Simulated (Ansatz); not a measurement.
Series CrX3: PBE-D4/def2-TZVP single points in Ansatz on relaxed structures, gas phase. HOMO and LUMO are taken over both spins. Binding counts from free atoms in the multiplicity of their measured ground term, without zero-point energy. The spins of the ions were chosen, not always searched. Names give formal oxidation states. A dash marks a value that wasn't run or was left out as unsound. The structures are stationary points that may keep the symmetry of their start. Remarks come from the PBE and PBE0 runs and from stability tests at other levels; not every state was tested. HOMO above LUMO (over both spins in singlets and doublets, within one spin in higher multiplets; at PBE or PBE0), or a gap under 0.15 eV within one spin, warns that the state may not be the lowest or that an electron is smeared out.

```json
{"species": "CrCl3", "atoms": "4", "state": "quartet; oxidised ion triplet", "geometry": "B3LYP-D4/def2-SVP", "HOMO (eV)": "-6.48", "LUMO (eV)": "-5.51", "gap (eV)": "0.96", "vertical IE (eV)": "9.63", "binding per atom (eV)": "2.87", "point group (within 0.1 Å)": "–", "remarks": "gap within one spin near zero at PBE or PBE0 (+1 triplet), spin-contaminated (⟨S²⟩ up to 2.33) (+1 triplet)"}
{"species": "Cr(NH2)3 (CrN3H6)", "atoms": "10", "state": "quartet; oxidised ion triplet", "geometry": "r2SCAN-D4/def2-SVP", "HOMO (eV)": "-4.66", "LUMO (eV)": "-2.10", "gap (eV)": "2.56", "vertical IE (eV)": "–", "binding per atom (eV)": "3.43", "point group (within 0.1 Å)": "D3", "remarks": "gap within one spin near zero at PBE or PBE0 (+1 triplet), spin-contaminated (⟨S²⟩ up to 3.25) (+1 triplet)"}
```

Estimate the rows for CrF3 (quartet; oxidised ion triplet, r2SCAN-D4/def2-TZVP geometry).


```json
{"species": "CrF3", "atoms": "4", "state": "quartet; oxidised ion triplet", "geometry": "r2SCAN-D4/def2-TZVP", "HOMO (eV)": "-6.48", "LUMO (eV)": "-4.87", "gap (eV)": "1.61", "vertical IE (eV)": "10.82", "binding per atom (eV)": "3.92", "point group (within 0.1 Å)": "D3h"}
```

The gap (eV) runs from 0.96 (CrCl3) to 2.56 (Cr(NH2)3).
